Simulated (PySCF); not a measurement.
Isomers of H4B2N2. Gas-phase values, no solvent. One relaxed conformer stands for each flexible species; it need not be the lowest. Strings in code marks are SMILES.

The numbers are results of PBE0-D4/def2-TZVP run with PySCF, not measurements. Excitations are Tamm–Dancoff values on a coarser integration grid. The basis has no diffuse functions, so Rydberg states are missing or too high.

```
species    HOMO (eV)  S1 excitation (TDA) (eV)  S1–T1 gap (TDA) (eV)  S1 oscillator strength  HOMO–LUMO gap (eV)
---------  ---------  ------------------------  --------------------  ----------------------  ------------------
`N(=B)BN`      -7.78                      5.77                  0.61                   0.001                7.49
`BNB=N`        -7.78                      6.28                  0.97                   0.128                7.14
`N=BBN`        -8.03                      5.49                  0.69                   0.000                7.16
```
